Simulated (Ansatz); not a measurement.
Born–Oppenheimer molecular dynamics of C₃H₁₀AlNSi (16 atoms, charge 0, multiplicity 1). It starts from a relaxed structure.

All numbers below come from RKS B3LYP-D4/STO-3G in Ansatz.

* ensemble: NVE (velocity Verlet)
* time step: 0.5 fs
* steps asked: 100
* starting velocities drawn for: 1000 K
* seed: 666621

Frames 1 fs apart, positions in Å.

Velocities at 20 fs (Å/ps):

```
C 0.57 2.78 1.49
N -1.40 3.36 -1.77
C -1.31 1.63 -3.26
Al -1.89 -3.66 0.37
Si 1.20 5.31 4.86
C 6.92 -2.03 -1.23
H -44.10 -33.32 -13.74
H 23.13 -21.23 29.08
H -20.28 23.31 -19.18
H -14.43 -15.78 -8.98
H -13.07 16.95 -33.49
H -7.70 3.21 22.22
H -9.16 -1.04 -37.33
H 4.26 -14.51 2.51
H 5.53 -50.88 -26.38
H 38.97 -31.92 0.69
```

```xyz
16
Properties=species:S:1:pos:R:3 time_fs=20 energy_less_start_eV=0.781 T=570
C 0.362 -0.403 1.788
N 0.753 0.020 0.397
C 1.289 -1.145 -0.424
Al 1.120 -0.073 -1.938
Si -0.107 1.264 -0.591
C -1.902 0.586 -0.536
H 1.245 -0.741 2.369
H -0.369 -1.252 1.855
H -0.068 0.496 2.309
H 2.191 -1.456 0.112
H 0.616 -1.952 -0.111
H 1.446 -0.183 -3.413
H -0.039 2.567 0.055
H -2.688 1.175 -0.976
H -1.957 -0.417 -1.015
H -2.164 0.407 0.499
16
Properties=species:S:1:pos:R:3 time_fs=21 energy_less_start_eV=0.924 T=493
C 0.362 -0.400 1.790
N 0.752 0.023 0.396
C 1.287 -1.143 -0.426
Al 1.118 -0.076 -1.937
Si -0.106 1.269 -0.586
C -1.895 0.584 -0.538
H 1.203 -0.774 2.356
H -0.346 -1.271 1.882
H -0.087 0.515 2.289
H 2.183 -1.472 0.100
H 0.600 -1.940 -0.150
H 1.439 -0.180 -3.390
H -0.048 2.566 0.018
H -2.687 1.164 -0.975
H -1.950 -0.463 -1.040
H -2.127 0.376 0.503
16
Properties=species:S:1:pos:R:3 time_fs=22 energy_less_start_eV=1.077 T=410
C 0.361 -0.395 1.791
N 0.750 0.027 0.396
C 1.285 -1.141 -0.426
Al 1.116 -0.080 -1.938
Si -0.105 1.273 -0.581
C -1.887 0.579 -0.540
H 1.173 -0.805 2.348
H -0.326 -1.284 1.903
H -0.102 0.523 2.268
H 2.186 -1.489 0.084
H 0.578 -1.939 -0.200
H 1.435 -0.178 -3.369
H -0.057 2.570 -0.018
H -2.691 1.160 -0.977
H -1.941 -0.491 -1.058
H -2.093 0.346 0.511
16
Properties=species:S:1:pos:R:3 time_fs=23 energy_less_start_eV=1.105 T=394
C 0.359 -0.391 1.791
N 0.749 0.031 0.397
C 1.282 -1.139 -0.425
Al 1.114 -0.083 -1.939
Si -0.104 1.277 -0.577
C -1.879 0.573 -0.542
H 1.162 -0.832 2.350
H -0.311 -1.290 1.916
H -0.112 0.520 2.249
H 2.199 -1.507 0.064
H 0.551 -1.949 -0.259
H 1.434 -0.178 -3.356
H -0.066 2.581 -0.048
H -2.699 1.161 -0.980
H -1.929 -0.494 -1.067
H -2.064 0.319 0.521
16
Properties=species:S:1:pos:R:3 time_fs=24 energy_less_start_eV=1.028 T=435
C 0.356 -0.385 1.791
N 0.748 0.035 0.400
C 1.279 -1.137 -0.422
Al 1.112 -0.085 -1.940
Si -0.103 1.279 -0.573
C -1.871 0.565 -0.546
H 1.170 -0.852 2.360
H -0.305 -1.287 1.919
H -0.117 0.507 2.234
H 2.216 -1.524 0.040
H 0.524 -1.964 -0.324
H 1.437 -0.180 -3.353
H -0.074 2.602 -0.073
H -2.707 1.163 -0.979
H -1.913 -0.472 -1.066
H -2.040 0.296 0.527
16
Properties=species:S:1:pos:R:3 time_fs=25 energy_less_start_eV=0.958 T=473
C 0.352 -0.381 1.790
N 0.748 0.038 0.404
C 1.275 -1.135 -0.418
Al 1.110 -0.087 -1.942
Si -0.102 1.281 -0.569
C -1.863 0.555 -0.549
H 1.191 -0.860 2.374
H -0.308 -1.277 1.912
H -0.120 0.491 2.227
H 2.233 -1.540 0.012
H 0.502 -1.979 -0.393
H 1.444 -0.183 -3.361
H -0.082 2.630 -0.093
H -2.711 1.162 -0.973
H -1.895 -0.432 -1.060
H -2.022 0.279 0.527
16
Properties=species:S:1:pos:R:3 time_fs=26 energy_less_start_eV=0.970 T=467
C 0.349 -0.377 1.790
N 0.748 0.041 0.409
C 1.270 -1.133 -0.413
Al 1.107 -0.088 -1.944
Si -0.101 1.281 -0.566
C -1.856 0.545 -0.552
H 1.215 -0.852 2.387
H -0.321 -1.261 1.895
H -0.123 0.479 2.232
H 2.244 -1.553 -0.019
H 0.489 -1.990 -0.461
H 1.455 -0.189 -3.378
H -0.089 2.662 -0.107
H -2.707 1.159 -0.960
H -1.876 -0.387 -1.054
H -2.010 0.267 0.519
16
Properties=species:S:1:pos:R:3 time_fs=27 energy_less_start_eV=1.000 T=452
C 0.348 -0.375 1.789
N 0.748 0.043 0.416
C 1.265 -1.133 -0.408
Al 1.105 -0.089 -1.946
Si -0.100 1.282 -0.564
C -1.849 0.536 -0.554
H 1.234 -0.827 2.394
H -0.342 -1.242 1.869
H -0.129 0.473 2.249
H 2.247 -1.564 -0.052
H 0.487 -1.992 -0.526
H 1.469 -0.196 -3.401
H -0.095 2.691 -0.118
H -2.696 1.151 -0.940
H -1.855 -0.356 -1.059
H -2.004 0.260 0.504
16
Properties=species:S:1:pos:R:3 time_fs=28 energy_less_start_eV=0.926 T=492
C 0.347 -0.375 1.789
N 0.749 0.044 0.424
C 1.259 -1.133 -0.403
Al 1.103 -0.090 -1.948
Si -0.099 1.282 -0.562
C -1.843 0.530 -0.555
H 1.245 -0.786 2.394
H -0.370 -1.221 1.836
H -0.136 0.475 2.277
H 2.241 -1.571 -0.086
H 0.497 -1.986 -0.583
H 1.483 -0.204 -3.424
H -0.101 2.714 -0.128
H -2.679 1.140 -0.916
H -1.835 -0.352 -1.082
H -2.004 0.255 0.487
16
Properties=species:S:1:pos:R:3 time_fs=29 energy_less_start_eV=0.839 T=538
C 0.348 -0.376 1.789
N 0.751 0.045 0.433
C 1.252 -1.133 -0.398
Al 1.100 -0.090 -1.952
Si -0.098 1.281 -0.560
C -1.837 0.527 -0.554
H 1.245 -0.735 2.388
H -0.400 -1.200 1.800
H -0.141 0.479 2.311
H 2.229 -1.576 -0.118
H 0.515 -1.972 -0.629
H 1.497 -0.213 -3.442
H -0.106 2.726 -0.136
H -2.662 1.131 -0.891
H -1.814 -0.374 -1.121
H -2.010 0.251 0.473
16
Properties=species:S:1:pos:R:3 time_fs=30 energy_less_start_eV=0.917 T=495
C 0.348 -0.376 1.790
N 0.753 0.044 0.442
C 1.245 -1.133 -0.395
Al 1.098 -0.089 -1.956
Si -0.097 1.281 -0.559
C -1.830 0.525 -0.552
H 1.237 -0.680 2.378
H -0.430 -1.180 1.763
H -0.143 0.482 2.347
H 2.213 -1.579 -0.145
H 0.538 -1.954 -0.663
H 1.510 -0.223 -3.453
H -0.110 2.726 -0.142
H -2.651 1.127 -0.869
H -1.796 -0.406 -1.168
H -2.022 0.245 0.465
16
Properties=species:S:1:pos:R:3 time_fs=31 energy_less_start_eV=1.123 T=383
C 0.348 -0.376 1.792
N 0.755 0.044 0.452
C 1.238 -1.133 -0.393
Al 1.096 -0.088 -1.961
Si -0.096 1.280 -0.558
C -1.823 0.522 -0.551
H 1.227 -0.629 2.370
H -0.456 -1.162 1.729
H -0.140 0.478 2.377
H 2.199 -1.583 -0.167
H 0.558 -1.938 -0.685
H 1.520 -0.232 -3.454
H -0.113 2.715 -0.148
H -2.647 1.130 -0.853
H -1.780 -0.434 -1.209
H -2.038 0.233 0.466
```

Of the whole run (50 fs, mean temperature of the second half 481 K): The conserved energy stayed within 0.61 meV per atom of its start (net change 0.36 meV per atom), so the integration is sound. A run of 0.05 ps of so small a system gives no equilibrium averages. Limits of this set-up: minimal basis.

The run took 4.5 min on 1 thread of Arm Neoverse V2, on a shared host, peak memory 0.11 GiB.
